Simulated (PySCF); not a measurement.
1-chlorocyclopenta-1,3-diene (C5H5Cl), SMILES ClC1=CC=CC1. Geometry: PBE-D3(BJ)/def2-SVP. One conformer was computed; it need not be the lowest.

Computed equilibrium geometry at PBE-D3(BJ)/def2-SVP (PySCF confirms it by a frequency run) as bond lengths and angles, and its point group (one conformer of several):
point group Cs.
Atoms: Cl1 C2 C3 C4 C5 C6 H7 H8 H9 H10 H11. Bonds (Å): Cl1–C2 1.726, C2–C3 1.364, C2–C6 1.505, C3–C4 1.466, C3–H7 1.097, C4–C5 1.363, C4–H8 1.099, C5–C6 1.504, C5–H9 1.098, C6–H10 1.113, C6–H11 1.113. Bond angles (°): Cl1–C2–C3 127.4, Cl1–C2–C6 122.3, C3–C2–C6 110.2, C2–C3–C4 107.9, C2–C3–H7 126.1, C4–C3–H7 126.0, C3–C4–C5 110.0, C3–C4–H8 123.9, C5–C4–H8 126.0, C4–C5–C6 108.9, C4–C5–H9 127.0, C6–C5–H9 124.0, C2–C6–C5 102.9, C2–C6–H10 111.4, C2–C6–H11 111.4, C5–C6–H10 112.7, C5–C6–H11 112.7, H10–C6–H11 105.8.
Charge 0, spin multiplicity 1.
